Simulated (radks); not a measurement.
Fractional charge and spin in the 6s shell of mercury: the spin-up occupation runs from 0 to 1 and the spin-down occupation from 0 to 1; the fullest corner is Hg, [Xe] 4f14 5d10 6s(up 1, down 1). Calculated with a radial shooting solver on a logarithmic mesh with Libxc functionals: scalar-relativistic Kohn-Sham, LDA (Slater exchange, Perdew-Wang correlation), spin-polarised, spherical densities, finite nucleus; Fermi nuclear charge, rms radius of each element as measured or else 0.836 A^(1/3) + 0.57 fm. Energy (eV) minus the two flat planes that join the four corners (they meet along the diagonal where the two added fractions sum to one electron); zero is where a piecewise linear energy would lie.

down \ up,0,0.5,1
0,0.000,-1.046,0.000
0.5,-1.046,0.173,-0.949
1,0.000,-0.949,0.000

Corners above the fullest one (they belong to Hg+ and the next ion): (up 1, down 0) 10.861 eV, (up 0, down 1) 10.861 eV, (up 0, down 0) 30.415 eV. With half an added electron in each spin the energy lies 0.173 eV from the planes (fractional-spin error, the static-correlation error of a stretched bond), and with half an added electron in spin up alone -1.046 eV (fractional-charge error). For a frontier s shell over closed shells the exact functional lies on the planes.
